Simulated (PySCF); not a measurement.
Cl2H6Si3, SMILES [SiH3][SiH2][SiH](Cl)Cl.

Geometry optimised at B3LYP-D3(BJ)/def2-SVP. The values are those of a single conformer.

Two levels are set side by side: TDA-PBE/def2-SVPD (PySCF) and TDA-ωB97X/def2-SVPD (PySCF). Vertical, same geometry. The lowest singlet is HOMO→LUMO 92 % with PBE and HOMO→LUMO 78 % with the other functional; states are paired by order. Differences are taken from unrounded values.

```json
[
 {"quantity": "lowest singlet excitation (eV)", "TDA-PBE": "5.66"},
 {"quantity": "lowest triplet excitation (TDA) (eV)", "TDA-PBE": "5.09"},
 {"quantity": "first bright state (f over 0.05) (eV)", "TDA-PBE": "6.41"},
 {"quantity": "its oscillator strength", "TDA-PBE": "0.12"}
]
```

### Question
These are the TDA-PBE values. What does TDA-ωB97X give? (The exact figures need the calculation; the answer reports its results.)

### Answer

```
quantity                               TDA-ωB97X  TDA-PBE minus TDA-ωB97X
-------------------------------------  ---------  -----------------------
lowest singlet excitation (eV)              6.62                    -0.96
lowest triplet excitation (TDA) (eV)        5.83                    -0.74
first bright state (f over 0.05) (eV)       6.62                    -0.21
its oscillator strength                     0.05                     0.06
```

Functionals without exact exchange tend to place singlet excitations lower, as here. Differences between two approximate levels are no errors against the true value.

Rough cost on one machine, each run with all the roots and properties that it gave: TDA-ωB97X against TDA-PBE about 7 times.
